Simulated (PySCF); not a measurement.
**Solvent effects on NMR parameters**

Numbering as in the mapped SMILES `[CH3:1][P+:2]([CH3:3])([CH3:4])[CH:5]1[CH2:6][CH2:7]1` (H(Xn): hydrogen on atom n). Ha(C6), Ha(C7) are cis to P2 on the ring; Hb(C6), Hb(C7) are trans to P2 on the ring.

GIAO PBE0/pcSseg-1 in PySCF 2.14.0 with density-fitted response routines on one PBE0-D3(BJ)/def2-SVP conformer, non-relativistic, equivalent nuclei averaged. Solvents enter as an IEF-PCM continuum (methanol with ε = 32.6, water with ε = 78.4) around the gas-phase geometry. Shifts are referred to TMS computed in the same medium.

Gas phase, δ in ppm: C1/C3/C4 8.9, C6/C7 6.4, C5 5.4, H(C1)/H(C3)/H(C4) 1.69, Hb(C6)/Hb(C7) 1.62, Ha(C6)/Ha(C7) 0.93, H(C5) 0.80. Dipole moment 1.78 D.

Question: How does each δ change in the continuum?

Answer: 
```tsv
atoms	environment	Δδ, methanol	Δδ, water
C1/C3/C4	methyl carbon bonded to P	+0.6	+0.6
C6/C7	three-membered-ring carbon	-0.1	-0.1
C5	three-membered-ring carbon	+0.8	+0.8
H(C1)/H(C3)/H(C4)	hydrogen on a methyl carbon bonded to P	0.00	0.00
Hb(C6)/Hb(C7)	hydrogen on a three-membered-ring carbon	-0.40	-0.41
Ha(C6)/Ha(C7)	hydrogen on a three-membered-ring carbon	+0.06	+0.06
H(C5)	hydrogen on a three-membered-ring carbon	+0.26	+0.27
```

Changes are relative to the gas phase. The dipole moment becomes 2.36 D in methanol, 2.38 D in water.

Question: Which of the listed nuclei move most (in ppm), and what does the model miss?

Answer: C5 (three-membered-ring carbon, +0.8 ppm) in water. A continuum only polarises the solute; specific hydrogen bonds, the anisotropy of aromatic solvents and changes of geometry or conformer are outside it, as are counter-ions.
